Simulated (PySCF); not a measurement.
Electron correlation in Sn(38+) (tin, charge +38)

[Ne] 3s2, closed-shell 1S. Computed with PySCF 2.14 in an uncontracted even-tempered set (16 s from 6.9 bohr⁻², ratio 2.5; 10 p from 9 bohr⁻², ratio 2.5; 4 d from 33 bohr⁻², ratio 2.7; 4 f from 50 bohr⁻², ratio 2.7), with no relativity, point nucleus. Frozen: 1s2; 10 electrons correlated; the 17 highest virtual orbitals of each spin left out.

| level | correlation energy (mhartree) |
| --- | --- |
| CCSD | -511.05 |
| (T) | -1.83 |
| CCSD(T) | -512.88 |

Diagnostics: T1 = 0.00033, D1 = 0.0010, largest double amplitude 0.087.

A non-relativistic calculation at this Z misses sizeable relativistic shifts.

Cost of the coupled-cluster step: roughly 2.3 core-seconds, for 10 correlated electrons.

Iterations:

```
CC2 = 0
CCSD nocc = 5, nmo = 76
frozen orbitals [0, 77, 78, 79, 80, 81, 82, 83, 84, 85, 86, 87, 88, 89, 90, 91, 92, 93]
max_cycle = 100
direct = 0
conv_tol = 1e-08
conv_tol_normt = 1e-06
diis_space = 8
diis_start_cycle = 0
Init t2, MP2 energy = -4771.13516371146  E_corr(MP2) -0.460085056369664
Init E_corr(CCSD) = -0.460085056369663
cycle = 1  E_corr(CCSD) = -0.493519939104843  dE = -0.0334348827  norm(t1,t2) = 0.0324217
cycle = 2  E_corr(CCSD) = -0.504863370056708  dE = -0.011343431  norm(t1,t2) = 0.0115715
cycle = 3  E_corr(CCSD) = -0.511061233041979  dE = -0.00619786299  norm(t1,t2) = 0.00413097
cycle = 4  E_corr(CCSD) = -0.511051825449618  dE = 9.40759236e-06  norm(t1,t2) = 1.96227e-05
cycle = 5  E_corr(CCSD) = -0.511054572020859  dE = -2.74657124e-06  norm(t1,t2) = 1.56497e-06
cycle = 6  E_corr(CCSD) = -0.511054475047313  dE = 9.69735461e-08  norm(t1,t2) = 1.15363e-07
cycle = 7  E_corr(CCSD) = -0.511054444348757  dE = 3.06985555e-08  norm(t1,t2) = 5.43116e-08
cycle = 8  E_corr(CCSD) = -0.511054430224617  dE = 1.41241404e-08  norm(t1,t2) = 3.50046e-08
cycle = 9  E_corr(CCSD) = -0.51105442127914  dE = 8.94547703e-09  norm(t1,t2) = 2.61085e-08
CCSD converged
E(CCSD) = -4771.186133076374  E_corr = -0.5110544212791398
CCSD(T) correction = -0.00182851308686752
```

At this charge a non-relativistic calculation is a model, useful for the Z dependence of the correlation energy.
